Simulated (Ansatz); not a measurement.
Reaction (redistribution): `[O]=[Ta]([OH])([F])[Cl]` + `[O]=[W](=[O])([OH])[F]` → `[O]=[Ta]([OH])([OH])[F]` + `[O]=[W](=[O])([F])[Cl]`

Isolated molecules relaxed with PBE0-D4/def2-TZVP in Ansatz; ΔE leaves out vibrations. CCSD(T)/CBS adds triple-zeta CCSD(T) − MP2 to the extrapolated MP2 energy (def2 sets, frozen cores). Functionals use def2-TZVPP. def2 core potentials past Kr. For Ta, W outer-core shells are correlated without core-valence functions, which leaves a few kJ/mol of doubt a bond. One conformer a species, not always the lowest.

Problem. Is it downhill or uphill in electronic energy at CCSD(T)/CBS, and by how much? (Estimate.)

Solution. Ansatz gave: Downhill: ΔE = -3.8 kcal/mol.

Problem. What do these levels give: BLYP-D4, r2SCAN-D4, B97M-V, PBE0-D4, BHLYP-D4, ωB97M-V, PBE0, CAM-B3LYP, LC-ωPBE, MP2/def2-TZVPP, HF/def2-QZVPP, CCSD/CBS(def2)? (Estimate.)

Solution. Computed: BLYP-D4 -3.6, r2SCAN-D4 -3.0, B97M-V -2.8, PBE0-D4 -3.1, BHLYP-D4 -2.9, ωB97M-V -2.9, PBE0 -3.1, CAM-B3LYP -3.0, LC-ωPBE -2.8, MP2/def2-TZVPP -5.1, HF/def2-QZVPP -1.7, CCSD/CBS(def2) -3.4 kcal/mol.

Problem. What do rigid-rotor, harmonic-oscillator terms from PBE0-D4/def2-TZVP frequencies (298.15 K, 1 bar) make of the CCSD(T)/CBS value? (Best estimate.)

Solution. Ansatz gave: ΔZPE = +0.3 kcal/mol, ΔH = -3.6 kcal/mol, ΔS = -4 J/(mol·K), ΔG = -3.3 kcal/mol.

Largest T1 diagnostic among the species: 0.023, so the coupled-cluster value is less sure than usual.

Leaving LDA and LC-ωPBE aside and taking each functional with its dispersion term where it has one, the values, not all of them listed here, spread over 1.0 kcal/mol, from B2PLYP to ωB97X-V. In def2-TZVPP, CCSD(T) changes the Hartree–Fock value by −1.9 kcal/mol (the triples alone add −0.3 kcal/mol) and MP2 by −3.3 kcal/mol.
